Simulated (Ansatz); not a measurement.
`[F][Ge]([F])([F])[I]` + H₂O → `[OH][Ge]([F])([F])[F]` + HI at 500 K and 1 bar (formal hydrolysis of a Ge–I bond).

Gas-phase electronic energies from Ansatz, PBE0-D4/def2-TZVP geometries. CCSD(T)/CBS is the MP2 limit (def2-TZVPP, def2-QZVPP) plus CCSD(T) − MP2 in def2-TZVPP, frozen cores. This one scheme is used for every species. def2 core potentials past Kr. For Ge, I outer-core shells are correlated without core-valence functions, which leaves a few kJ/mol of doubt a bond. Scalar relativity is left out up to krypton. One conformer a species, not always the lowest.

```
                species  CCSD(T)/CBS energy (Eh)  H − E (kJ/mol)  S (J/(mol·K))
 `[F][Ge]([F])([F])[I]`              -2673.08048            59.4          395.5
                    H₂O                -76.37941            73.2          206.3
`[OH][Ge]([F])([F])[F]`              -2451.40975            95.0          392.6
                     HI               -298.03592            28.6          221.6
```

H − E and S are ideal-gas, rigid-rotor, harmonic terms from PBE0-D4/def2-TZVP, for one conformer and one mirror image of each species. 1 Eh = 2625.50 kJ/mol, R = 8.31446 J/(mol·K).

Problem. By hand: ΔE, ΔH, ΔS and ΔG.

Solution. ΔE = (-2451.40975) + (-298.03592) − (-2673.08048) − (-76.37941) = 0.01422 Eh = 37.3 kJ/mol. Δ(H − E) = 95.0 + 28.6 − 59.4 − 73.2 = -9.0, so ΔH = 28.3 kJ/mol. ΔS = 392.6 + 221.6 − 395.5 − 206.3 = 12.4 J/(mol·K). ΔG = 28.3 − 500 × (12.4)/1000 = 22.1 kJ/mol.

Problem. By hand: the equilibrium constant, and the temperature at which ΔG would vanish if ΔH and ΔS stayed fixed.

Solution. log₁₀ K = −ΔG/(RT ln 10) = -2.3. ΔG = 0 at ΔH/ΔS = 2282 K, though so small a ΔS makes that figure unsure.

The number of gas molecules stays the same, so ΔS is small and ΔH decides. A doubt of 5 kJ/mol in ΔE shifts log₁₀ K by 0.5 here. Other conformers and mirror images would add mixing entropy, several J/(mol·K) or more a flexible species. These are equilibria of isolated gas molecules and say nothing of rates. Largest T1 diagnostic: 0.012 (customary marks: 0.02 for closed shells, 0.045 for open ones).
